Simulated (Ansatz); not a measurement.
Basis sets compared for `c1ccc(CCOc2ccccc2)cc1`. The state is a singlet with charge 0. Geometry r2SCAN-D4/def2-SVP. Ansatz on 4 threads of Intel Xeon on a shared host; times are rough, and most runs start from earlier orbitals.

```xyz
29

C     3.0152   -0.1423    3.8613
C     2.1955    0.9797    3.7056
C     1.0166    0.8887    2.9604
C     0.6361   -0.3221    2.3599
C    -0.6076   -0.4045    1.5133
C    -0.3113   -0.0701    0.0576
O    -1.5259   -0.1719   -0.6619
C    -1.5183    0.0816   -1.9955
C    -2.7567   -0.0378   -2.6504
C    -2.8474    0.2025   -4.0187
C    -1.7115    0.5645   -4.7560
C    -0.4850    0.6821   -4.1011
C    -0.3747    0.4433   -2.7252
C     1.4716   -1.4395    2.5182
C     2.6512   -1.3525    3.2627
H     3.9353   -0.0743    4.4493
H     2.4707    1.9290    4.1752
H     0.3714    1.7676    2.8513
H    -1.3768    0.2951    1.8798
H    -1.0419   -1.4169    1.5544
H     0.4436   -0.7697   -0.3525
H     0.1055    0.9531   -0.0257
H    -3.6304   -0.3210   -2.0574
H    -3.8170    0.1069   -4.5172
H    -1.7856    0.7526   -5.8305
H     0.4110    0.9630   -4.6633
H     0.5969    0.5418   -2.2376
H     1.1848   -2.3929    2.0606
H     3.2850   -2.2363    3.3836
```

Binding counts from free atoms (C triplet, O triplet, H doublet) in the same basis, without a counterpoise term.

```csv
level,functions,energy (Eh),HOMO (eV),LUMO (eV),binding per atom (eV),wall time
PBE-D4/def2-SVP,280,-615.9433,-5.26,-1.17,5.19,10 s
PBE0-D4/def2-SVP,280,-616.0029,-6.35,-0.27,5.09,21 s
```

(1) Estimate the rows for PBE-D4/def2-TZVP, PBE0-D4/def2-TZVP (with forces).

Answers

(1) 
| level | functions | energy (Eh) | HOMO (eV) | LUMO (eV) | binding per atom (eV) | wall time |
| --- | --- | --- | --- | --- | --- | --- |
| PBE-D4/def2-TZVP | 549 | -616.6003 | -5.34 | -1.31 | 5.12 | 32 s |
| PBE0-D4/def2-TZVP (with forces) | 549 | -616.6526 | -6.38 | -0.39 | 5.01 | 1.7 min |
